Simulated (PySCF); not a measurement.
## Gas-phase XPS of `C#CC1C[SiH2]C1`, computed

C5H8Si.
Numbering: `[CH:1]#[C:2][CH:3]1[CH2:4][SiH2:5][CH2:6]1`

Method used: PySCF 2.14.0, delta-SCF UKS SCAN, pcX-2 on the ionised atom, pcseg-1 elsewhere, spin-free X2C. Binding energies are ΔSCF values: E(core-ionised, relaxed orbitals) − E(ground state) at a fixed geometry, referred to the vacuum level.

Problem. What binding energy does each computed site have?

Solution. 
```json
{"atom(s)": "Si5", "bonded to": "2 C and 2 H", "level": "Si 1s", "binding energy (eV)": "1846.18", "2p1/2 (eV)": "–", "above the level's lowest (eV)": "0.00", "count": "1"}
{"atom(s)": "C3", "bonded to": "3 C and H", "level": "C 1s", "binding energy (eV)": "291.27", "2p1/2 (eV)": "–", "above the level's lowest (eV)": "+1.52", "count": "1"}
{"atom(s)": "C2", "bonded to": "C (triple bond) and C", "level": "C 1s", "binding energy (eV)": "290.33", "2p1/2 (eV)": "–", "above the level's lowest (eV)": "+0.58", "count": "1"}
{"atom(s)": "C4/C6", "bonded to": "C, 2 H and Si", "level": "C 1s", "binding energy (eV)": "289.87", "2p1/2 (eV)": "–", "above the level's lowest (eV)": "+0.12", "count": "2"}
{"atom(s)": "C1", "bonded to": "C (triple bond) and H", "level": "C 1s", "binding energy (eV)": "289.75", "2p1/2 (eV)": "–", "above the level's lowest (eV)": "0.00", "count": "1"}
{"atom(s)": "Si5", "bonded to": "2 C and 2 H", "level": "Si 2p3/2", "binding energy (eV)": "106.45", "2p1/2 (eV)": "107.07", "above the level's lowest (eV)": "0.00", "count": "1"}
```

The listed C 1s values span 1.52 eV, from C1 (bonded to C (triple bond) and H) to C3 (bonded to 3 C and H). The widest gap between neighbouring values is 0.94 eV, between 290.33 and 291.27 eV. Summing the Pauling electronegativity differences to the bonded atoms, each weighted by its formal bond order, gives -0.35 for the lowest site and -0.35 for the highest; the largest sum, 0.00, belongs to C2, 0.94 eV below the top. The smallest sum, -1.35, belongs to C4/C6, 0.12 eV above the lowest.

Problem. Which effective nuclear charge Zeff reproduces each element's mean 1s value in the hydrogen-like formula E = 13.606 eV × Zeff²?

Solution. C (Z = 6): mean 290.2 eV, Zeff = 4.62, Z − Zeff = 1.38; Si (Z = 14): mean 1846.2 eV, Zeff = 11.65, Z − Zeff = 2.35. Means run over the listed sites, weighted by atom count.

Problem. What is the C 1s shift of C3 against C4/C6?

Solution. 291.27 − 289.87 = +1.40 eV, or +135 kJ/mol.

The first atom of each set that the bonding makes equivalent was ionised and stands for the set. Spin contamination (⟨S²⟩ against 0.75 for a pure doublet) is marked for C 1s of C2 (0.85), which makes this value less certain. The 2p values add to the ΔSCF energy of one spin-free hole a correction within the shell (spin–orbit coupling, ligand field). 2p1/2 minus 2p3/2 (ligand field included): Si 0.62 eV. Isolated species at its GFN2-xTB geometry (one conformer only).
